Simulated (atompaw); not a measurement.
# u(r) = r·R(r): atom against pseudo-atom (V)

Columns: radius, all-electron u(r) and pseudo u(r) of the 4s shell (level -5.53 eV) of vanadium in the configuration [Ne] 3s2 3p6 3d3 4s1 4p1; PBE, scalar-relativistic, PAW (atompaw) scheme, atompaw 4.2.0.5.

```json
{"r (bohr)": "0.088", "all-electron": "0.0032", "pseudo": "-0.0554"}
{"r (bohr)": "0.177", "all-electron": "0.1538", "pseudo": "-0.1081"}
{"r (bohr)": "0.265", "all-electron": "0.1342", "pseudo": "-0.1537"}
{"r (bohr)": "0.354", "all-electron": "0.0219", "pseudo": "-0.1906"}
{"r (bohr)": "0.442", "all-electron": "-0.1022", "pseudo": "-0.2158"}
{"r (bohr)": "0.531", "all-electron": "-0.1999", "pseudo": "-0.2285"}
{"r (bohr)": "0.619", "all-electron": "-0.2562", "pseudo": "-0.2277"}
{"r (bohr)": "0.708", "all-electron": "-0.2728", "pseudo": "-0.2134"}
{"r (bohr)": "0.796", "all-electron": "-0.2561", "pseudo": "-0.1868"}
{"r (bohr)": "0.885", "all-electron": "-0.2143", "pseudo": "-0.1486"}
{"r (bohr)": "0.973", "all-electron": "-0.1565", "pseudo": "-0.1013"}
{"r (bohr)": "1.062", "all-electron": "-0.0882", "pseudo": "-0.0461"}
{"r (bohr)": "1.150", "all-electron": "-0.0161", "pseudo": "0.0134"}
{"r (bohr)": "1.238", "all-electron": "0.0568", "pseudo": "0.0757"}
{"r (bohr)": "1.327", "all-electron": "0.1286", "pseudo": "0.1394"}
{"r (bohr)": "1.415", "all-electron": "0.1959", "pseudo": "0.2011"}
{"r (bohr)": "1.504", "all-electron": "0.2590", "pseudo": "0.2610"}
{"r (bohr)": "1.592", "all-electron": "0.3159", "pseudo": "0.3163"}
{"r (bohr)": "1.681", "all-electron": "0.3676", "pseudo": "0.3677"}
{"r (bohr)": "1.769", "all-electron": "0.4130", "pseudo": "0.4130"}
{"r (bohr)": "1.858", "all-electron": "0.4531", "pseudo": "0.4531"}
{"r (bohr)": "1.946", "all-electron": "0.4873", "pseudo": "0.4873"}
{"r (bohr)": "2.035", "all-electron": "0.5166", "pseudo": "0.5166"}
{"r (bohr)": "2.123", "all-electron": "0.5409", "pseudo": "0.5409"}
{"r (bohr)": "2.212", "all-electron": "0.5610", "pseudo": "0.5610"}
{"r (bohr)": "2.300", "all-electron": "0.5768", "pseudo": "0.5768"}
```

Question: How many radial nodes do the two functions have?

Answer: The all-electron 4s function has n − l − 1 = 3 (the table is too coarse to show those close to the nucleus); the pseudo-wave has 1, since 1 lower shell of the same l stays in the valence.

Question: At about which radius was the pseudo-wave matched?

Answer: 1.75 bohr. The columns agree to 0.0005 from 1.59 bohr on; several derivatives are matched, so the curves merge somewhat inside the radius.

Question: Is the pseudo-wave norm-conserving?

Answer: No, it belongs to a PAW set: the norm inside the radius is not constrained, and the difference is carried by the augmentation charge.
